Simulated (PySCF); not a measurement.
bicarbonate (CHO3), SMILES O=C([O-])O, charge -1.

The structure is a stationary point at PBE-D3(BJ)/def2-SVPD. One conformer was computed; it need not be the lowest.

Two levels are set side by side: PBE/def2-TZVPD (PySCF) and M06-2X/def2-TZVPD (PySCF). Same geometry, gas phase. Differences are taken from unrounded values.

```tsv
quantity	M06-2X	PBE	PBE minus M06-2X
orbital gap (eV)	7.34	3.46	-3.88
highest occupied level (eV)	-3.38	0.06	3.45
lowest empty level (eV)	3.95	3.53	-0.43
mean polarisability (bohr³)	33.6	39.5	5.9
```

Without exact exchange PBE keeps part of each electron's self-repulsion, which lifts occupied levels and narrows the gap. Loosely held outer electrons make PBE densities more polarisable. Differences between two approximate levels are no errors against the true value.

Rough cost on one machine, each run with all the roots and properties that it gave: M06-2X against PBE about 4 times.
